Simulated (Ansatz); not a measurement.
Breaking the B1–I4 bond in BH2I (SMILES BI) (multiplicity 1 held, fragments rigid). Energies count from the point at 2.114 Å.
Geometry at that point (charge 0, multiplicity 1):
```tsv
atom	x (Å)	y (Å)	z (Å)
B	-1.0069	-1.5282	0.2633
H	-0.6251	-2.3051	1.0692
H	-1.9865	-1.6589	-0.3861
I	0.1443	0.2190	-0.0377
```

Signs of static correlation in def2-TZVPP, with CASSCF(6,4), from Ansatz (a quantum-chemistry and plane-wave program) runs.

```
R (Å)  T1 of restricted CCSD  ⟨S²⟩ of UHF  largest double amplitude of restricted CCSD  weight of the CASSCF reference in MRCISD  CASSCF natural occupations
-----  ---------------------  -----------  -------------------------------------------  ----------------------------------------  --------------------------
1.691                  0.014        0.000                                        0.057                                     0.904         2.00 1.99 1.98 0.03
1.902                  0.016        0.000                                        0.050                                     0.901         2.00 2.00 1.98 0.02
2.114                  0.017        0.000                                        0.040                                     0.900         2.00 2.00 1.98 0.02
2.325                  0.018        0.000                                        0.050                                     0.900         2.00 2.00 1.96 0.04
2.537                  0.018        0.000                                          ___                                     0.900         2.00 2.00 1.95 0.06
2.854                  0.022        0.138                                        0.137                                     0.901         2.00 2.00 1.90 0.10
3.171                  0.030        0.623                                        0.196                                     0.901         2.00 2.00 1.82 0.18
3.699                  0.057        0.913                                        0.326                                     0.903         2.00 2.00 1.60 0.40
4.228                  0.096        0.988                                        0.514                                     0.904         2.00 2.00 1.34 0.66
4.862                    ___        1.009                                        0.766                                     0.905         2.00 2.00 1.15 0.85
5.707                  0.167        1.013                                        0.982                                     0.905         2.00 2.00 1.05 0.95
6.764                  0.172        1.013                                        1.065                                     0.905         2.00 2.00 1.01 0.99
```

Problem. Complete the blanks.

Solution. 
- 2.537, largest double amplitude of restricted CCSD: 0.084
- 4.862, T1 of restricted CCSD: 0.139

Doubts at one or more of the structures used: active orbitals that take no part (SC-NEVPT2 on CASSCF(6,4)/def2-TZVPP); a restricted determinant that unrestricted orbitals would lower (R-CCSD(T)/def2-TZVPP); T1 above 0.05 (R-CCSD(T)/def2-TZVPP, U-CCSD(T)/def2-TZVPP); other coupled-cluster roots lie near (R-CCSD(T)/def2-TZVPP); a spin-contaminated determinant (U-CCSD(T)/def2-TZVPP); the program's own flag: other amplitudes (U-CCSD(T)/def2-TZVPP).
